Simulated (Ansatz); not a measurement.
Species: [Sc(Cl)(OH)2] (charge 0, multiplicity 1).

### Question
Give a relaxed geometry from r2SCAN-D4/def2-SVP in Ansatz (a first-principles code).

### Answer
Several could match; the one computed here: the end point of this relaxation, one of several conformers.
Cartesian coordinates (Å) in one orientation:
```xyz
6

Sc    -0.042    -0.042    -0.046
Cl    -0.354     1.722    -1.529
O      0.317    -1.733    -0.682
H      0.509    -2.655    -0.867
O     -0.153     0.246     1.770
H     -0.181     0.248     2.730
```
